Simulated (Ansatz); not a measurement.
C2H8O2Si2, SMILES `C=C[Si](O)(O)[SiH3]`. Charge 0, multiplicity 1.

Cartesian coordinates in Å:
```
C 0.694 -0.153 2.287
C -0.309 -0.401 1.447
Si -0.073 -0.484 -0.390
O -1.120 -1.661 -0.882
O 1.496 -0.824 -0.763
Si -0.495 1.548 -1.482
H 1.710 0.000 1.931
H 0.551 -0.088 3.362
H -1.309 -0.535 1.856
H -1.219 -1.791 -1.827
H 1.876 -1.607 -0.358
H 0.528 2.569 -1.133
H -0.495 1.362 -2.961
H -1.835 2.067 -1.088
```

Question: Give the diagnostics of a CCSD(T)/def2-TZVPP run (frozen core, Ansatz 0.2.0). (Estimate.)

Answer: Ansatz gave: T1 = 0.0126, largest single amplitude 0.016, largest double 0.040, (T) share of the correlation energy 3.8 %, 9 CCSD cycles. The RHF solution is stable towards an unrestricted one. T1 lies under the customary mark of 0.02 for closed shells.
